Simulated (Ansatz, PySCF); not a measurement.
Reaction R1 → P1, each structure at its B3LYP-D3(BJ)/def2-TZVP stationary point, reached from a drawn start; harmonic modes at that level show minima.
R1, FeO4 (SMILES [O]=[Fe](=[O])(=[O])=[O]) (charge 0, multiplicity 1):
```xyz
5

Fe     0.000     0.000     0.000
O      0.909     0.909     0.909
O      0.909    -0.909    -0.909
O     -0.909     0.909    -0.909
O     -0.909    -0.909     0.909
```
P1, FeO4 (SMILES [O]=[Fe]1(=[O])[O][O]1) (charge 0, multiplicity 1):
```xyz
5

Fe     0.000     0.000    -0.346
O      0.688     0.000     1.274
O     -0.688     0.000     1.274
O      0.000     1.348    -1.101
O      0.000    -1.348    -1.101
```

```tsv
level	reaction energy (eV)
HF/def2-QZVPP	-5.409
BLYP-D3(BJ)/def2-TZVPP	0.129
BLYP-D4/def2-TZVPP	0.126
revPBE/def2-TZVPP	0.064
r2SCAN/def2-TZVPP	-0.141
PBE0-D4/def2-TZVPP	-1.268
BHLYP/def2-TZVPP	-2.766
BHLYP-D3(BJ)/def2-TZVPP	-2.753
M06-2X/def2-TZVPP	-2.886
CAM-B3LYP-D4/def2-TZVPP	-1.527
B2PLYP/def2-TZVPP	1.998
B2PLYP-D3(BJ)/def2-TZVPP	2.006
B2PLYP-D4/def2-TZVPP	2.003
CCSD(T)/def2-QZVPP	-0.660
```

P less R. No zero-point or thermal terms; singlets are restricted closed shells; no spin–orbit coupling. The spin states of the d-block species are the ones drawn and need not be the lowest.

Frozen-core correlation throughout.

Doubts at one or more of the structures used: T1 above 0.05 (CCSD(T)/def2-QZVPP).

Run with Ansatz (Gaussian basis) for Hartree–Fock, density functionals and correlated methods; PySCF for M06-2X and the D3/D4 terms. Each number belongs to the level named beside it.

Ansatz is a program for electronic structure.
